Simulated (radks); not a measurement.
Task: Radial electron density D(r) = 4 pi r^2 rho(r) of an atom or ion with 59 electrons. Method: non-relativistic Kohn-Sham, PBE, spin-unpolarised, spherical densities, point nucleus; computed with a radial shooting solver on a logarithmic mesh with Libxc functionals.

```
   r/bohr * D(r) (the largest magnitude, 103, reaches the edge; | marks zero)
 0.001518 | *
 0.002058 |   *
 0.002811 |     *
  0.00381 |         *
 0.005164 |              *
 0.007055 |                      *
 0.009561 |                              *
  0.01306 |                                     *
   0.0177 |                                        *
  0.02418 |                                      *
  0.03278 |                                    *
  0.04442 |                                        *
  0.06068 |                                                  *
  0.08224 |                                                      *
   0.1124 |                                             *
   0.1523 |                                          *
   0.2064 |                                                *
   0.2819 |                                  *
   0.3821 |                   *
    0.522 |                     *
   0.7075 |                 *
   0.9588 |        *
     1.31 |    *
    1.775 |  *
    2.425 |*
    3.287 *
     4.49 *
    6.086 *
    8.248 *
    11.27 *
```

What is the nuclear charge?

Result: Z = 61. The innermost maximum, from 1s, lies near 1/Z = 0.0164 bohr (found: 0.0183), and its height grows with Z. The density is that of the promethium ion Pm2+ in [Xe] 4f4 6p1; the configuration itself is not fixed sharply by these data, and Z only to a few units. D(r) has 4 maxima, at r = 0.0183, 0.0765, 0.205, 0.565 bohr, and minima at 0.0333, 0.138, 0.407 bohr, inside which lie 1.98, 11.41, 29.20 electrons.
